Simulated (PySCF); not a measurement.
ditellurium (Te₂), triplet, geometry from GFN2-xTB (core potentials on Te); CAMB3LYP/def2-SVP run with PySCF.

PySCF was given this input:
```python
from pyscf import gto, scf, dft

mol = gto.M(
    atom='''
Te   -0.00000000   -0.00000000   -1.30099916
Te    0.00000000    0.00000000    1.30099916
''',
    basis='def2-svp',
    ecp={'Te': 'def2-svp'},
    spin=2,
    verbose=4,
)

mf = dft.UKS(mol)
mf.xc = 'camb3lyp'
mf.grids.atom_grid = (99, 590)
mf.grids.prune = None
mf.kernel()
```

Question: Write the output that PySCF gives for this input, abridged.

Answer: 
```
PySCF version 2.14.0

[INPUT] verbose = 4
[INPUT] num. atoms = 2
[INPUT] num. electrons = 48
[INPUT] charge = 0
[INPUT] spin (= nelec alpha-beta = 2S) = 2
[INPUT] symmetry False subgroup None
[INPUT] Mole.unit = angstrom
[INPUT] Symbol           X                Y                Z      unit          X                Y                Z       unit  Magmom
[INPUT]  1 Te     0.000000000000   0.000000000000  -1.300999160000 AA    0.000000000000   0.000000000000  -2.458532100689 Bohr   0.0
[INPUT]  2 Te     0.000000000000   0.000000000000   1.300999160000 AA    0.000000000000   0.000000000000   2.458532100689 Bohr   0.0

nuclear repulsion = 117.143070826395
number of shells = 20
number of NR pGTOs = 122
number of NR cGTOs = 52
basis = def2-svp
ecp = {'Te': 'def2-svp'}

******** <class 'pyscf.dft.uks.UKS'> ********
method = UKS
initial guess = minao
damping factor = 0
level_shift factor = 0
DIIS = <class 'pyscf.scf.diis.CDIIS'>
diis_start_cycle = 1
diis_space = 8
diis_damp = 0
SCF conv_tol = 1e-09
SCF conv_tol_grad = None
SCF max_cycles = 50
direct_scf = True
direct_scf_tol = 1e-13
number electrons alpha = 25  beta = 23
XC library pyscf.dft.libxc version 7.1.2
    S. Lehtola, C. Steigemann, M. J. T. Oliveira, and M. A. L. Marques,  SoftwareX 7, 1–5 (2018)
XC functionals = camb3lyp
    T. Yanai, D. P. Tew, and N. C. Handy,  Chem. Phys. Lett. 393, 51 (2004)
radial grids:
    Treutler-Ahlrichs [JCP 102, 346 (1995); DOI:10.1063/1.469408] (M4) radial grids

becke partition: Becke, JCP 88, 2547 (1988); DOI:10.1063/1.454033
pruning grids: None
grids dens level: 3
symmetrized grids: False
atomic radii adjust function: <function treutler_atomic_radii_adjust>
User specified grid scheme (99, 590)
small_rho_cutoff = 0
Set gradient conv threshold to 3.16228e-05
tot grids = 116824
init E= -480.09640666639

cycle= 1 E= -534.599619334207  delta_E= -54.5  |g|= 2.07  |ddm|= 7.55
cycle= 2 E= -535.636907412097  delta_E= -1.04  |g|= 1.05  |ddm|= 5.23
cycle= 3 E= -536.036295057204  delta_E= -0.399  |g|= 0.0943  |ddm|= 1.49
cycle= 4 E= -536.042290683534  delta_E= -0.006  |g|= 0.0263  |ddm|= 0.201
cycle= 5 E= -536.042818738521  delta_E= -0.000528  |g|= 0.00218  |ddm|= 0.0334
cycle= 6 E= -536.042825705941  delta_E= -6.97e-06  |g|= 0.000471  |ddm|= 0.00647
cycle= 7 E= -536.042826064972  delta_E= -3.59e-07  |g|= 7.27e-05  |ddm|= 0.00155
cycle= 8 E= -536.042826075618  delta_E= -1.06e-08  |g|= 9.15e-06  |ddm|= 0.00027
cycle= 9 E= -536.04282607578  delta_E= -1.62e-10  |g|= 1.05e-06  |ddm|= 3.54e-05
Extra cycle  E= -536.042826075782  delta_E= -1.71e-12  |g|= 3.97e-07  |ddm|= 3.35e-06
converged SCF energy = -536.042826075782  <S^2> = 2.0083313  2S+1 = 3.0055491
```
